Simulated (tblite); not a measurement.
C6H11FSSi.
Atom-mapped SMILES: `[CH3:1][CH2:2][S:3][SiH2:4][C:5]1=[CH:6][CH2:7][C@@H:8]1[F:9]` (hydrogens: H10, H11, H12 on C1; H13, H14 on C2; H15, H16 on Si4; H17 on C6; H18, H19 on C7; H20 on C8)

Computed geometry: GFN2-xTB, gas phase.

Question: List the bond lengths, angles and torsions at this level.

Answer: 
| bond | length (Å) |
| --- | --- |
| C1–C2 | 1.515 |
| C2–S3 | 1.830 |
| S3–Si4 | 2.144 |
| Si4–C5 | 1.859 |
| C5=C6 | 1.339 |
| C6–C7 | 1.501 |
| C7–C8 | 1.547 |
| C8–F9 | 1.373 |
| C5–C8 | 1.512 |
| C1–H10, C1–H11, C1–H12 | 1.088 |
| C2–H13 | 1.090 |
| C2–H14 | 1.089 |
| Si4–H15 | 1.462 |
| Si4–H16 | 1.465 |
| C6–H17 | 1.074 |
| C7–H18 | 1.089 |
| C7–H19 | 1.090 |
| C8–H20 | 1.094 |

Bonds in one row agree within 0.01 Å and their mean is given. A selection of angles:
| angle | degrees |
| --- | --- |
| C2–C1–H10 | 109.8 |
| C2–C1–H12 | 110.8 |
| H10–C1–H11 | 108.7 |
| C1–C2–S3 | 112.6 |
| C1–C2–H13 | 111.6 |
| C1–C2–H14 | 110.7 |
| S3–C2–H13 | 107.9 |
| S3–C2–H14 | 104.7 |
| H13–C2–H14 | 109.0 |
| C2–S3–Si4 | 101.1 |
| S3–Si4–C5 | 104.9 |
| S3–Si4–H15 | 110.7 |
| S3–Si4–H16 | 107.4 |
| C5–Si4–H15 | 111.2 |
| C5–Si4–H16 | 111.6 |
| H15–Si4–H16 | 110.8 |
| Si4–C5–C6 | 137.3 |
| Si4–C5–C8 | 130.2 |
| C6–C5–C8 | 92.4 |
| C5–C6–C7 | 95.4 |
| C5–C6–H17 | 133.0 |
| C7–C6–H17 | 131.6 |
| C6–C7–C8 | 85.1 |
| C6–C7–H18 | 114.8 |
| C6–C7–H19 | 116.9 |
| C8–C7–H18 | 112.9 |
| C8–C7–H19 | 115.9 |
| H18–C7–H19 | 109.6 |
| C7–C8–F9 | 115.3 |
| C7–C8–H20 | 115.9 |
| F9–C8–H20 | 106.6 |
| C5–C8–C7 | 86.9 |
| C5–C8–F9 | 115.9 |
| C5–C8–H20 | 115.8 |

Torsions: C1–C2–S3–Si4 -75° (synclinal); C2–S3–Si4–C5 -169° (antiperiplanar); S3–Si4–C5–C6 -9° (synperiplanar); Si4–C5–C6–C7 -175° (antiperiplanar); C5–C6–C7–C8 -3° (synperiplanar); C6–C7–C8–F9 120° (anticlinal); Si4–C5–C8–C7 176° (antiperiplanar).

S3 (sulfur bonded to C and Si) is bent (angle 101.1°). The 5 C–C bonds span 1.339 Å (C5=C6, drawn double) to 1.547 Å (C7–C8, drawn single), a spread of 0.208 Å. The 4-membered ring C5–C6–C7–C8 has internal angles of 85.1° to 95.4° (sum 360°, against 360° for a flat polygon); it is almost planar, 0.02 Å rms from its mean plane, widest ring torsion 3°. Si4 (SiH2 silicon) is distorted tetrahedral (angles from 104.9° to 111.6°). Of the pairs four or more bonds apart, Si4···H12 is among the closest relative to their van der Waals radii: 3.12 Å, 95 % of the sum of Bondi's values.

Point group: C1 (no symmetry element, even within 0.4 Å). Its GFN2-xTB frequencies are all real (lowest 19 cm⁻¹). One conformer, not necessarily the lowest. 3 starts were optimised and ended at 0.00, 0.04 and 1.83 kcal/mol (GFN2-xTB); the lowest of these is shown.
